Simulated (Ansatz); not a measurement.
Relaxation of ClF$_{3}$H$_{2}$OTi (8 atoms, charge 0, multiplicity 1), to a largest force component of 0.03 eV/Å in at most 50 steps.

These are results of RKS B3LYP/def2-SVP in Ansatz, not measurements.

```xyz
8
Properties=species:S:1:pos:R:3:forces:R:3
Ti -0.640 -0.890 -0.828 2.56 0.31 0.48
Cl 1.880 -0.826 -0.530 -2.46 -0.05 -0.28
F -1.001 -2.263 -1.799 0.00 -0.01 0.00
F -1.453 -1.103 0.674 0.01 0.00 -0.01
F -1.246 0.488 -1.656 0.00 -0.01 0.00
H 1.359 1.362 0.833 0.01 -0.02 0.00
O 0.557 1.770 1.194 -0.12 -0.22 -0.17
H 0.544 1.463 2.112 0.00 -0.01 -0.01
```

Question: Where does it end, and by what steps?

Answer: The run converged. After 9 steps the energy has fallen by 0.990 eV; H8 moved furthest, 0.79 Å. Joined: Ti1–O7.

```csv
step,energy less start (eV),largest force component (eV/Å),accepted
0,0.0000,2.555,yes
1,-0.5176,0.491,yes
2,-0.5683,1.301,yes
3,-0.6903,1.294,yes
4,-0.8386,0.512,yes
5,-0.9562,0.453,yes
6,-0.9778,0.547,yes
7,-0.9848,0.372,yes
8,-0.9893,0.046,yes
9,-0.9896,0.026,yes
```

```xyz
8
Properties=species:S:1:pos:R:3
Ti -0.370 -0.548 -0.551
Cl 1.844 -0.871 -0.719
F -0.915 -1.945 -1.425
F -1.176 -0.857 0.980
F -1.044 0.715 -1.533
H 1.307 1.222 0.818
O 0.339 1.210 0.763
H 0.015 1.074 1.667
```

Time of the run: 46 s on 2 threads of Arm Neoverse V2 (shared host), peak memory 0.3 GiB.
